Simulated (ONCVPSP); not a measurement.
## Varying the ONCV potential for Hf

Base potential:

```
Element                 : Hf (Z = 72)
Generator               : ONCVPSP 4.0.1
Type                    : optimised norm-conserving Vanderbilt (ONCV)
Functional              : PBEsol
Relativity              : scalar-relativistic
Frozen core             : [Kr] 4d10 4f14 5s2
Valence charge          : 10
Reference configuration : 5p6 5d2 6s1 (charge +1)
Partial waves           : 6s: rc 2.75 bohr, ncon 4, nbas 7, qcut 1.9 1/bohr, 2 projectors, debl 0.5 Ha; 5p: rc 1.80 bohr, ncon 3, nbas 6, qcut 9 1/bohr, 2 projectors, debl 3.8 Ha; 5d: rc 2.85 bohr, ncon 4, nbas 8, qcut 5.2 1/bohr, 2 projectors, debl 1.3 Ha; f scattering state at 0.13 Ha: rc 2.50 bohr, ncon 4, nbas 8, qcut 4.7 1/bohr, 2 projectors, debl 3.2 Ha
Local potential         : polynomial inside 1.70 bohr (lpopt 2, dvloc0 0 Ha)
Core correction         : Teter function, fcfact 4.75, rcfact 1.1
```

Cutoffs, loose and tight: the cutoffs (Ha) at which the residual kinetic energy of the hardest occupied pseudo-wave falls to 1 and 0.1 mHa per electron. They do not see the model core or the augmentation charge, which bear on the density cutoff. Test errors are all-electron minus pseudo excitation energies from the reference, over the configurations 5p6 5d2 6s2; 5p6 5d2 6s0; 5p6 5d1 6s0; 5p6 5d0 6s0. A dash means not determined; rows that change the core or the reference have their own tests.

A true bound ghost makes a file unfit for plane-wave use even where its test errors are small: the radial tests pick states by their node count and pass the ghost by.

```csv
change,outcome,"cutoff, loose","cutoff, tight",bound ghosts,GHOST(+) flags above zero,largest test error (meV)
base,generated,22 Ha,27 Ha,none,s,+174
"local potential polynomial inside 1.70 bohr (lpopt 2, dvloc0 -3 Ha)",generated,22 Ha,27 Ha,s,none,+175
s: qcut 1.6; p: qcut 7.6; d: qcut 4.4; f: qcut 4,generated,17 Ha,22 Ha,none,s,+291
"f: rc 1.8, qcut 6.5",generated,22 Ha,27 Ha,f,s,+174
s: nproj 3,generated,22 Ha,27 Ha,s,s,+174
s: debl 2.3,generated,22 Ha,27 Ha,none,s,+174
"core correction Teter function, fcfact 4.75, rcfact 1.38",generated,22 Ha,27 Ha,none,s,+19
functional PBE,generated,22 Ha,27 Ha,none,s,+217
```
